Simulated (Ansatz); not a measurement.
Correlation energies of `C[CH]1[O][SbH]1` by basis set

| atom | x (Å) | y (Å) | z (Å) |
| --- | --- | --- | --- |
| C1 | 0.184 | -0.659 | -0.781 |
| C2 | 0.573 | 0.407 | 0.193 |
| O3 | -0.068 | 1.614 | 0.090 |
| Sb4 | -0.627 | 0.895 | 1.921 |
| H5 | 0.598 | -0.417 | -1.768 |
| H6 | 0.577 | -1.632 | -0.478 |
| H7 | -0.900 | -0.727 | -0.877 |
| H8 | 1.644 | 0.477 | 0.406 |
| H9 | -1.981 | 0.040 | 1.294 |

Total charge 0; spin multiplicity 1. Correlated methods include outer-core shells of Sb, which these sets cover unevenly. Sb takes the def2 core potential. The structure was optimised at the PBE0-D4/def2-TZVP level. Frozen core, restricted reference, Ansatz 0.2.0.

```tsv
basis	HF (Eh)	MP2 corr.	CCSD corr.	(T)	CCSD(T) total
def2-SVP	-392.57977	?	-0.63056	?	?
def2-TZVPP	-392.77685	?	-0.95003	?	?
def2-QZVPP	-392.78666	-1.22301	–	–	–
```

Task: Fill in the withheld values. (An estimate is asked.)

Result: The calculation gave: def2-SVP MP2 corr.: -0.59491; def2-SVP (T): -0.02257; def2-SVP CCSD(T) total: -393.23290; def2-TZVPP MP2 corr.: -0.94293; def2-TZVPP (T): -0.03950; def2-TZVPP CCSD(T) total: -393.76638.
